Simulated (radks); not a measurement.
Question: Fe II, configuration [Ar] 3d6 4s1. All-electron calculation, non-relativistic Kohn-Sham, PBE, spin-polarised, spherical densities, point nucleus; open shells are filled with parallel spins first. Program: a radial shooting solver on a logarithmic mesh with Libxc functionals. Some entries of the table are withheld. Estimate them.

orbital  occ.  eigenvalue (eV)  <r> (bohr)  <1/r> (bohr^-1)
1s up       1        -6941.008     0.05915            25.52
1s down     1        -6940.977     0.05915            25.52
2s up       1        -814.8316      0.2702            5.460
2s down     1        -812.8887      0.2698            5.469
2p up       3        -704.1069      0.2369            5.413
2p down     3        -702.6507      0.2365            5.421
3s up       1              (1)      0.8192            1.723
3s down     1              (2)      0.8215            1.716
3p up       3         -69.5764      0.8605            1.598
3p down     3         -65.2561      0.8646            1.589
3d up       5         -17.5845         (3)            1.235
3d down     1         -13.5125         (4)            1.202
4s up       1              (5)       2.686           0.4838
4s down     0              (6)       2.786           0.4643

Answer: 
(1) 3s up eigenvalue (eV): -101.8891
(2) 3s down eigenvalue (eV): -97.5185
(3) 3d up <r> (bohr): 1.090
(4) 3d down <r> (bohr): 1.139
(5) 4s up eigenvalue (eV): -12.8842
(6) 4s down eigenvalue (eV): -10.6985
